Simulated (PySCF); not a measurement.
NMR data simulated for an unnamed compound:

¹H NMR (400 MHz, computed): δ 7.77 (s, 1H), 6.62 (m, 1H), 6.09 (m, 1H), 5.44 (m, 1H), 4.94 (s, 3H).

¹³C{¹H} NMR (computed): δ 143.4 (C), 139.9 (C), 135.0 (CH), 131.0 (CH), 116.9 (CH2).

Theory: σ from GIAO-PBE0/pcSseg-1, GFN2-xTB structure, in PySCF (no solvent model, relativity neglected, fast rotation and ring inversion assumed for equivalent nuclei, one computed conformer).

Shifts are taken against calculated references (same method and geometry level): TMS for ¹H (31.72 ppm) and ¹³C (186.93 ppm).

Which of these does the molecule contain: a vinyl group CH=CH2, a Si–H bond, a tert-butyl group, a heteroaromatic ring, a (CH3)2CH unit, a nitrile?

Results:


- A vinyl group CH=CH2: yes (δC 116.9, 131.0; δH 6.09 (m), 5.44 (m), 6.62 (m)).
- A Si–H bond: yes (δH 4.94 (s)).
- A tert-butyl group: no.
- A heteroaromatic ring: yes.
- A (CH3)2CH unit: no.
- A nitrile: no.

The data belong to `C=Cc1cnc(Cl)n1[SiH3]`, C5H7ClN2Si; they needn't prove each group on their own.

Carbon signals by region: 5 in the sp2 and nitrile region (100–160 ppm).

Carbons that carry Cl, above all several Cl atoms, come out too deshielded, partly because spin–orbit coupling is missing. Shifts are as computed. Against solution values, carbons near 30 ppm lie about +3 ppm off and those near 130 ppm about +5 ppm; carbons on Cl a further +6 ppm. Of 1211 compounds with measured shifts, 218 miss one by over three times the rms of a fit or turn the order of signals round; such compounds aren't used in these exercises. Multiplicities follow the n + 1 count of equivalent neighbours, as no J values were calculated; m marks all less simple cases, F and P coupling included.
